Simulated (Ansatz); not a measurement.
`N[SiH2][InH2]` → `[InH3]` + `N[SiH]`  (silylene formation by 1,1-elimination)

Computed with Ansatz on PBE0-D4/def2-TZVP structures; ΔE is electronic, products minus reactants. CBS: MP2 limit from def2 TZ/QZ plus the TZ coupled-cluster correction, frozen cores. This one scheme is used for every species. Functionals use def2-TZVPP. HSE06 is defined as in plane-wave codes. def2 core potentials past Kr. For In outer-core shells are correlated without core-valence functions, which leaves a few kJ/mol of doubt a bond. Each species was taken in one conformer, which may not be the lowest.

`N[SiH2][InH2]`:

Cartesian coordinates in Å:
```
N 1.659 0.205 0.368
Si 0.331 0.262 -0.737
In -1.778 -0.615 0.444
H 1.514 0.474 1.328
H 2.584 0.464 0.061
H 0.692 -0.580 -1.913
H 0.038 1.620 -1.308
H -1.874 -0.646 2.177
H -3.166 -1.185 -0.420
```

`[InH3]`:

Cartesian coordinates in Å:
```
In 0.000 0.000 0.000
H -0.469 1.017 -1.311
H 1.445 0.336 0.877
H -0.977 -1.353 0.433
```

`N[SiH]`:

Z-matrix (Å, degrees):
```
N
Si 1 1.707
H 1 1.008 2 126.3
H 1 1.008 2 121.7 3 -180.0
H 2 1.532 1 94.1 3 -0.0
```

```tsv
level	ΔE (kcal/mol)	difference from CCSD(T)/CBS
PBE-D4	42.1	-0.5
revPBE-D4	40.6	-2.0
ωB97X-V	43.3	0.7
B2PLYP	39.9	-2.7
r2SCAN	44.3	1.7
r2SCANh	44.8	2.2
HSE06	43.3	0.7
RPA@PBE/def2-TZVPP	36.3	-6.3
MP2/def2-TZVPP	44.1	1.5
CCSD/def2-TZVPP	40.0	-2.6
CCSD(T)/CBS	42.6	0
```

Largest T1 diagnostic among the species: 0.015.

From r2SCAN to r2SCAN0 (25 % exact exchange), in def2-TZVPP and without D4, ΔE moves by +1.2 kcal/mol. Leaving LDA and LC-ωPBE aside and taking each functional with its dispersion term where it has one, the values, not all of them listed here, spread over 8.9 kcal/mol, from BLYP-D4 to r2SCAN0-D4. LDA lies +5.7 kcal/mol from PBE without D4. The D4 term adds +2.6 kcal/mol with B3LYP and +1.4 kcal/mol with PBE0; it sums over pairs of atoms, weighted by their polarisabilities, and B3LYP, whose exchange is more repulsive, gets the larger term.

B3LYP here is the variant with VWN-RPA as its local correlation; programs differ in this.
